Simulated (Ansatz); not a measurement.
Abridged output of a molecular run in Ansatz:

```
Functional definition: HF
1063 factors; integrals over basis functions are off by at most 1.1e-3 eV
mean field evaluation 1: about -15986.9252 eV, gradient 4.8e1 eV
mean field evaluation 2: about -15987.0904 eV, gradient 4.9e1 eV
mean field evaluation 4: about -15991.5964 eV, gradient 3.1e0 eV
mean field evaluation 8: about -15991.6494 eV, gradient 1.0e-1 eV
mean field -15991.64941304 eV, -587.6822764000 hartree, gradient 1.2e-6 eV, S^2 0.000000; 0 other end points of the search recorded, 0 dependent functions left out
9 core orbitals not correlated: weight in the atoms' cores, before any rotation towards them, 1.000 or more for the frozen orbitals, at most 0.000 for the correlated occupied ones
reference -15991.64941304 eV, -587.6822764000 hartree; 22, 22 occupied and 70, 70 virtual orbitals, 1063 factors
second order -24.80823223 eV of doubles, -0.00000000 eV of singles
cycle   1  -24.39527464 eV  change    4.1e-1 eV  update   1.3e-1
cycle   2  -25.00410514 eV  change   -6.1e-1 eV  update   4.2e-2
cycle   3  -25.18562135 eV  change   -1.8e-1 eV  update   2.2e-2
cycle   4  -25.18870098 eV  change   -3.1e-3 eV  update   5.8e-3
cycle   5  -25.18639629 eV  change    2.3e-3 eV  update   2.4e-3
cycle   6  -25.18791606 eV  change   -1.5e-3 eV  update   7.9e-4
cycle   7  -25.18841860 eV  change   -5.0e-4 eV  update   2.9e-4
cycle   8  -25.18839502 eV  change    2.4e-5 eV  update   8.5e-5
cycle   9  -25.18841453 eV  change   -2.0e-5 eV  update   3.1e-5
perturbative correction -0.64459372 eV, -0.0236883821 hartree
Total energy: -16017.48242129 eV, -588.6316219428 hartree
```

Its atoms:

```xyz
7

C     1.5323    0.4101    1.5018
C     0.6890    0.1844    0.6743
Sn   -0.7362   -0.1967   -0.7221
F    -1.2642    1.3392   -1.6811
F    -2.3210   -0.9047    0.0158
F    -0.1806   -1.4430   -2.0243
H     2.2807    0.6106    2.2358
```

Q: Which basis set was used?
A. def2-SVP
B. cc-pV(T+d)Z
C. def2-QZVPP
D. cc-pV(Q+d)Z

A: A. It gives 101 functions.

Q: Write the keys of the input that set method, charge and spin (a neutral closed shell needs none for the last two).

A: 
```yaml
correlation: {method: ccsd_t}
```
